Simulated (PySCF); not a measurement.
# How methods differ on the ionisation energy of K²⁺

K²⁺ [Ne] 3s2 3p5 (2P) → K³⁺ [Ne] 3s2 3p4 (3P), as a difference of total energies. Calculation: PySCF 2.14, in Sapporo-DKH3-DZP-2012 (6s5p1d, 26 functions); the spin-free X2C one-electron Hamiltonian (Gaussian nucleus). Correlated levels: valence: [Ne] 3s2 frozen. The calculations carry no spin-orbit coupling.

```tsv
method	ionisation energy (eV)
UHF	44.419
PBE0	45.713
LDA	45.906
MP2 (valence)	45.514
SCS-MP2 (valence)	45.567
CCSD (valence)	45.561
CCSD(T) (valence)	45.564
```

How much does correlation contribute at CCSD(T) (valence)?

45.564 − (44.419) = 1.145 eV, measured against UHF.

The reference lies between the lowest fine-structure levels, while these numbers refer to the centres of the terms.

Errors of the correlated levels include the incompleteness of this basis and the frozen core.

For comparison: 45.803 eV (semi-empirical (NIST evaluation); NIST Atomic Spectra Database, ionization energies).
